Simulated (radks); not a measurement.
The numbers below are computed, except where a source is named.
Initial-state core-level shifts of the thulium ion Tm+ when its valence configuration changes from [Xe] 4f13 6s1. Level of theory: Dirac Kohn-Sham, LDA (Slater exchange, Perdew-Wang correlation), spin-unpolarised, spherical densities, finite nucleus; open shells are shared between the two j in proportion to 2j + 1; Fermi nuclear charge, rms radius 5.2256 fm (a radial shooting solver on a logarithmic mesh with Libxc functionals). Shifts are changes of the shell-averaged eigenvalues in eV (positive: less bound); the change of the density at the nucleus, which sets a Mossbauer isomer shift, is in e/bohr^3, on a base of 9.458e+05.

| valence | 3d | 4p | 5s | 5p | density at nucleus |
|---|---|---|---|---|---|
| 4f14 | +6.946 | +6.871 | +4.919 | +4.270 | -71.42 |
| 4f12 5d1 6s1 | -7.843 | -7.520 | -4.143 | -3.368 | +42.49 |
| 4f13 6p1 | -1.404 | -1.417 | -1.480 | -1.452 | -45.61 |
| 4f12 6s2 | -10.017 | -9.707 | -6.382 | -5.462 | +105.73 |
| 4f11 6s1 6p2 | -24.781 | -23.853 | -16.006 | -13.950 | +122.14 |
| 4f13 5d0.5 6s0.5 | +0.762 | +0.774 | +0.851 | +0.804 | -24.44 |
| 4f12.5 6s1.5 | -4.713 | -4.593 | -3.088 | -2.652 | +48.52 |
| 4f13 5d1 | +1.427 | +1.451 | +1.601 | +1.513 | -47.29 |
| 4f12 5d0.5 6s1.5 | -8.885 | -8.569 | -5.220 | -4.377 | +72.75 |
